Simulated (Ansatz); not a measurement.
`[NH2][SnH2][CH2]O` at its PBE0-D4/def2-TZVP geometry, where that method's forces vanish. Charge 0, multiplicity 1. Sn: def2 effective core potential.

```tsv
atom	x (Å)	y (Å)	z (Å)
N1	-1.9883	-0.3432	-1.0697
Sn2	-0.6774	-0.3312	0.4866
C3	1.2322	0.6345	0.0684
O4	2.2367	0.2550	0.9905
H5	-1.5955	-0.6780	-1.9399
H6	-2.4091	0.5589	-1.2510
H7	-0.3211	-1.9733	0.8321
H8	-1.5078	0.4156	1.7781
H9	1.5271	0.4363	-0.9696
H10	1.1086	1.7137	0.1692
H11	2.3946	-0.6884	0.9053
```

Q: For each bond, give half the difference of the two atoms' forces along it (eV/Å; positive pushes the atoms apart) under PBE-D4, r2SCAN-D4, B3LYP-D4, ωB97M-V in def2-TZVPP. (Estimate.)

A: Ansatz gave: 
```tsv
bond	length (Å)	PBE-D4	r2SCAN-D4	B3LYP-D4	ωB97M-V
N1–Sn2	2.035	0.15	0.09	0.21	0.04
N1–H5	1.012	0.22	0.02	-0.05	-0.03
N1–H6	1.012	0.22	0.02	-0.05	-0.03
Sn2–C3	2.180	0.00	0.02	0.10	-0.11
Sn2–H7	1.715	0.08	-0.02	-0.02	-0.09
Sn2–H8	1.707	0.05	-0.03	-0.03	-0.08
C3–O4	1.415	0.25	0.28	0.31	0.38
C3–H9	1.097	0.06	-0.07	-0.14	-0.12
C3–H10	1.091	0.09	-0.06	-0.16	-0.11
O4–H11	0.960	0.40	0.01	-0.04	-0.12
```

B3LYP here is the variant with VWN-RPA as its local correlation; programs differ in this.
